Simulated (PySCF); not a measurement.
## Which determinant of CsC lies lowest?

Unrestricted PBE0; basis Cs x2c-TZVPPall, C x2c-TZVPPall; spin-free X2C with a Gaussian nucleus; PySCF 2.14. Outer shells of the fragments: Cs 6s1; C 2s2 2p2.

Followed along the bond (rough minima from three points):

```json
{"2Ms+1": "4", "unpaired": "σ ↑, π ↑↑", "⟨S²⟩ at the start": "3.75", "R at minimum (Å)": "2.71", "Te (eV)": "0.00"}
{"2Ms+1": "2", "unpaired": "σ ↑, π ↑↓", "⟨S²⟩ at the start": "1.76", "R at minimum (Å)": "2.71", "Te (eV)": "0.66"}
{"2Ms+1": "2", "unpaired": "σ ↓, π ↑↑", "⟨S²⟩ at the start": "1.76", "R at minimum (Å)": "2.71", "Te (eV)": "0.67"}
```

Solutions found at the starting distance of 2.915 Å, counted from the lowest of them; the search is not exhaustive and high or unbound solutions are not listed, so other states can lie among these:

```tsv
2Ms+1	unpaired	term	E (eV)	⟨S²⟩	⟨Lz²⟩	μ (D)
4	σ ↑, π ↑↑	⁴Σ⁻	0.00	3.75	0.00	-9.78
2	σ ↑, π ↑↓	mixed	0.66	1.76	2.01	-9.66
2	σ ↓, π ↑↑	mixed	0.66	1.76	0.00	-9.49
2	π ↑	²Π	1.71	0.80	1.00	-7.30
2	σ ↑	mixed	1.79	0.76	2.00	-9.48
2	π ↑	²Π	1.90	0.76	1.03	-9.89
4	σ ↑↑, π ↑	⁴Π	2.66	3.75	1.01	1.66
2	σ ↑↑, π ↓	mixed	3.08	1.76	1.01	1.83
4	σ ↑, π ↑↑	mixed	3.74	3.75	2.00	2.67
4	σ ↑, π ↑, δ ↑	mixed	4.01	3.75	5.01	0.50
4	σ ↑, π ↑, δ ↑	mixed	4.01	3.75	4.97	0.51
```

A term symbol is given only where ⟨S²⟩ and ⟨Lz²⟩ are close to those of a pure state; real π, δ and φ orbitals otherwise mix terms. A positive dipole means Cs(−)C(+).

Spin–orbit coupling is left out.
